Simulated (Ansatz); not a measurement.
Mulliken charges of `[BH2][Zn][SiH2][ZnH]` from PBE/def2-TZVPP in Ansatz (PBE0-D4/def2-TZVP geometry).

| atom | x (Å) | y (Å) | z (Å) | charge (e) |
| --- | --- | --- | --- | --- |
| B1 | 1.079 | 1.961 | -2.038 | -0.047 |
| Zn2 | 0.645 | 0.489 | -0.618 | 0.007 |
| Si3 | 0.120 | -1.184 | 0.998 | 0.182 |
| Zn4 | -2.127 | -1.261 | 1.748 | 0.051 |
| H5 | 0.871 | 1.809 | -3.210 | 0.024 |
| H6 | 1.559 | 3.022 | -1.746 | 0.025 |
| H7 | 1.001 | -1.016 | 2.199 | -0.065 |
| H8 | 0.465 | -2.534 | 0.445 | -0.066 |
| H9 | -3.613 | -1.286 | 2.222 | -0.111 |

Problem. By hand: the dipole of these point charges (1 e Å = 4.8032 D).

Solution. Σ q r = (0.232, 0.126, -0.177) e Å, of length 0.318 e Å = 1.53 D.

Problem. How does the dipole of the full density compare? (Best estimate.)

Solution. Ansatz gave: (0.063, 0.121, -0.123) e Å, 0.88 D; the point charges give 1.74 times that, at 28° from its direction.

Point charges leave out the atoms' own dipoles, such as those of lone pairs, and Mulliken's split depends on the basis, so the two needn't agree.
